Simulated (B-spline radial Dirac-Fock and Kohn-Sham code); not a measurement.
# Cd 4d5/2: cross section and angular parameters

System: the free cadmium atom in the configuration [Kr] 4d10 5s2; threshold 16.22 eV (orbital energy of the model). These are calculated numbers from a radial atomic solver; the model is Dirac-Hartree-Slater photoionisation with a Latter tail; cross sections with all multipoles, angular parameters from the dipole term and its interference with E2.

For linearly polarised light dσ/dΩ = σ/(4π) [1 + β P₂(cos θ) + (δ + γ cos²θ) sin θ cos φ], with θ from the polarisation vector and φ the angle between the beam and the projection of the electron momentum on the plane normal to the polarisation.

```
hν (eV)  σ (kb)       β       γ       δ
     60   12500   0.943  -0.006   0.004
   72.3    5150   1.315  -0.015   0.003
   72.5    5070   1.321  -0.016   0.003
     80    2750   1.553  -0.025   0.002
    115     172   0.957   0.062  -0.009
    126       ?       ?       ?       ?
    127     146  -0.461   0.192  -0.014
    163     282  -0.236   0.158  -0.015
    194     363   0.239   0.099  -0.013
    198     369   0.283   0.093  -0.013
    200     372   0.304   0.090  -0.013
    249     388   0.665   0.035  -0.010
    300     350   0.875   0.000  -0.006
    453     212   1.160  -0.027   0.005
    475     197   1.182  -0.025   0.007
    525     166   1.222  -0.018   0.010
    600     129   1.264  -0.002   0.014
    910    52.6   1.323   0.104   0.027
   1000    42.0   1.323   0.139   0.031
   2290    4.39   1.180   0.568   0.076
   4000   0.742   0.993   0.932   0.139
   4200   0.629   0.974   0.964   0.146
   4720   0.422   0.930   1.039   0.166
   7000   0.104   0.780   1.280   0.248
   7790  0.0700   0.740   1.341   0.275
 9251.7  0.0367   0.677   1.434   0.324
  10000  0.0273   0.649   1.475   0.348
  11100  0.0183   0.613   1.528   0.383
  12200  0.0126   0.580   1.574   0.417
```

Q: Give the values at 126 eV.

A: σ = 145 kb, β = -0.387, γ = 0.186, δ = -0.014.
